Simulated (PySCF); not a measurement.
# Static response to an electric field

C₇H₈O₂.
Structure used (GFN2-xTB), in Å, numbered top down from 1:
```
atom  x, y, z in Å
C1    -0.525    2.618   -0.490
C2    -0.118    1.373   -0.306
C3     0.774    0.436   -1.087
C4     0.654   -0.575    0.069
O5     0.118   -1.836   -0.338
C6     0.298   -2.862    0.467
O7     0.873   -2.867    1.516
C8    -0.324    0.372    0.742
C9    -1.075    0.264    1.825
H10   -0.227    3.185   -1.355
H11   -1.169    3.110    0.218
H12    0.319    0.066   -2.004
H13    1.779    0.794   -1.300
H14    1.569   -0.748    0.646
H15   -0.169   -3.753    0.011
H16   -1.053   -0.623    2.435
H17   -1.733    1.059    2.133
```

Level: PBE0/def2-SVPD (PySCF), static field, nuclei fixed, core orbitals frozen in the response. The polarisability tensor in these axes (au):

```
x    71.36  -6.93  -9.16
y    -6.93 109.95 -14.77
z    -9.16 -14.77  89.96
```

Question: Give the principal values, the mean and the anisotropy Δα = √{½[(α1 − α2)² + (α2 − α3)² + (α1 − α3)²]}.

Answer: Principal values 64.15, 89.26 and 117.86 au; mean 90.42 au = 13.40 Å³ = 14.91 × 10⁻⁴⁰ C²·m²/J; Δα = 46.55 au (51 % of the mean).

Question: What is the dipole moment, and where does it point?

Answer: (-0.59, 1.33, -1.57) D, 2.14 D in size, pointing from the negative to the positive side. Measured along this direction, the outermost atoms are O7 at the negative end and H10 at the positive end.

Question: Rayleigh depolarisation ratio (linearly polarised light, static tensor)?

Answer: ρ = 3Δα²/(45ᾱ² + 4Δα²) = 6501.5/(367939 + 8668.7) = 0.0173.

Question: Molar refractivity from α?

Answer: Lorentz–Lorenz: R = (4π/3)N_A α = 2.5225 cm³/(mol·Å³) × 13.40 Å³ = 33.8 cm³/mol, in the limit of long wavelengths.

Question: In TDDFT the mean static polarisability is Σ f/ω² over all singlet excitations (ω in hartree). How much of it do the 6 lowest give? Their energies (eV) and oscillator strengths: 5.19, 0.2706; 5.82, 0.0084; 5.91, 0.0056; 6.10, 0.0037; 6.23, 0.0240; 6.52, 0.0098.

Answer: They add up to 8.45 au, 9.4 % of the 90.42 au; the largest single term is 7.45 au, from the state at 5.19 eV. Terms in order: 7.45, 0.18, 0.12, 0.07, 0.46, 0.17 au. Higher excitations give the rest. The strengths listed sum to 0.322.

Question: Refractivity n − 1 of an ideal gas of it at 400 K and 1 atm, from the electronic α?

Answer: N = p/kT = 1.8347 × 10¹⁹ cm⁻³, so n − 1 = 2π × N × 13.40 × 10⁻²⁴ cm³ = 1545 × 10⁻⁶ at long wavelengths, for an ideal gas.

Question: What are the principal values of the traceless quadrupole moment, Θ = ½Σq(3rr − r²1), about the centre of nuclear charge?

Answer: -10.92, 4.08, 6.84 D·Å. The values depend on the origin, since the dipole doesn't vanish. The electronic extent ⟨r²⟩ about the same centre is 1282 bohr², a root-mean-square distance of 2.33 Å for the 66 electrons.

The structure is a single GFN2-xTB conformer in the gas phase; no vibrational or solvent corrections.
